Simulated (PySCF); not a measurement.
Gas-phase reaction: GaH3 + 2 C4H10 (isobutane) ⇌ GaH(CH3)2 + 2 C3H8

Computed with PySCF and rigid-rotor harmonic-oscillator thermochemistry at 1 bar. † marks an energy on the PBE0/def2-TZVP geometry and frequencies; other levels use their own. MP2 and CCSD(T) freeze the core. 6-31G* has spherical d functions here. All species are closed-shell singlets. B3LYP is the form with VWN-RPA correlation. Ga: all electrons, no relativistic terms. Methyl groups turn as free rotors in GaH(CH3)2. GaH3, GaH(CH3)2: computed as isolated molecules; such fragments, hydroxides, amides, oligomers or adducts are transient or little studied in the gas. MP2 isn't extrapolated to the basis-set limit; its ΔH°(298 K) is -29.5 kJ in def2-SVP and -53.2 kJ in def2-TZVPP. CCSD(T) isn't extrapolated to the basis-set limit. The harmonic model lacks anharmonicity and excited electronic states, which grow with temperature; levels with a mode under 35 cm⁻¹ are left out. Internal rotation in C4H10 (isobutane), C3H8 is treated as a harmonic vibration of one conformer, which makes the entropy rough.

```json
[
 {"level": "B3LYP/6-31G*", "ΔE electronic, kJ": "-56", "ΔH°(298 K), kJ": "-48", "ΔS°(298 K), J/K": "53", "ΔG°(1800 K), kJ": "-129"},
 {"level": "B3LYP/def2-TZVP†", "ΔE electronic, kJ": "-66", "ΔH°(298 K), kJ": "-59", "ΔS°(298 K), J/K": "52", "ΔG°(1800 K), kJ": "-142"},
 {"level": "CCSD(T)/def2-SVP†", "ΔE electronic, kJ": "-32", "ΔH°(298 K), kJ": "-24", "ΔS°(298 K), J/K": "52", "ΔG°(1800 K), kJ": "-107"},
 {"level": "HF/6-31G*", "ΔE electronic, kJ": "-43", "ΔH°(298 K), kJ": "-35", "ΔS°(298 K), J/K": "54", "ΔG°(1800 K), kJ": "-120"},
 {"level": "HF/def2-TZVP†", "ΔE electronic, kJ": "-50", "ΔH°(298 K), kJ": "-43", "ΔS°(298 K), J/K": "52", "ΔG°(1800 K), kJ": "-126"},
 {"level": "MP2/def2-TZVPP†", "ΔE electronic, kJ": "-60", "ΔH°(298 K), kJ": "-53", "ΔS°(298 K), J/K": "52", "ΔG°(1800 K), kJ": "-136"},
 {"level": "PBE0/def2-SVP†", "ΔE electronic, kJ": "-49", "ΔH°(298 K), kJ": "-42", "ΔS°(298 K), J/K": "52", "ΔG°(1800 K), kJ": "-124"},
 {"level": "LDA/def2-TZVP†", "ΔE electronic, kJ": "-46", "ΔH°(298 K), kJ": "-38", "ΔS°(298 K), J/K": "52", "ΔG°(1800 K), kJ": "-121"}
]
```
ΔH° is lowest at B3LYP/def2-TZVP† and highest at CCSD(T)/def2-SVP†. No reference value is set beside these.
